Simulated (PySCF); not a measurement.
cyclopropanecarbaldehyde (C4H6O), SMILES C1C(C1)C=O. Coordinates come from a PBE-D3(BJ)/def2-SVP optimisation. Other conformers were not sampled.

Computed equilibrium geometry at PBE-D3(BJ)/def2-SVP (PySCF confirms it by a frequency run) as a Z-matrix, and its point group (one conformer of several):
point group Cs.
```
C
H 1 1.1012
C 1 1.4881 2 116.11
O 3 1.2198 1 124.12 2 180.00
H 3 1.1317 4 120.89 1 180.00
C 1 1.5300 2 118.05 3 146.57
H 6 1.1005 1 116.84 2 -3.10
H 6 1.1015 7 115.91 1 140.41
C 6 1.4879 7 119.38 8 149.50
H 9 1.1005 6 119.38 7 0.00
H 9 1.1015 10 115.91 6 149.50
```
Charge 0, spin multiplicity 1.
